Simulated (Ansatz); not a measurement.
System: GePH4, charge 0, doublet. GePH4 (SMILES [PH][GeH3], doublet).
B3LYP-D3(BJ)/def2-TZVP minimum from Ansatz (a quantum-chemistry and plane-wave program):
```xyz
6

Ge    -0.6847     0.0650     0.1435
P      1.5681    -0.2105    -0.3992
H     -1.5340    -0.8199    -0.7844
H     -1.1087     1.5356    -0.0366
H     -0.9432    -0.3459     1.6061
H      1.9748     0.7075     0.6113
```
Charge 0, spin multiplicity 2.

Atomisation energy term by term, kcal/mol (programs: Ansatz). Radicals and triplets start from unrestricted determinants; spin-orbit coupling is neglected. Correlated methods leave the cores frozen (noble-gas shells, and filled d and f shells in the p block). No relativity. CBS(X,Y): correlation extrapolated as X^-3, Hartree-Fock from the larger set. A bracket is a step between two methods taken in the basis named. Where a partner has so few electrons that a lower coupled-cluster level is exact, that level stands in.

```csv
term,basis,kcal/mol
Hartree-Fock,def2-QZVPP,245.93
CCSD correlation,"CBS(def2-TZVPP,def2-QZVPP)",92.31
(T),"CBS(def2-TZVPP,def2-QZVPP)",3.74
CCSDT(Q) - CCSD(T),def2-TZVPP,0.34
sum: De,,342.3
```

The step beyond CCSD(T) by other levels: CCSDT(Q) in def2-SVP 0.51 kcal/mol.
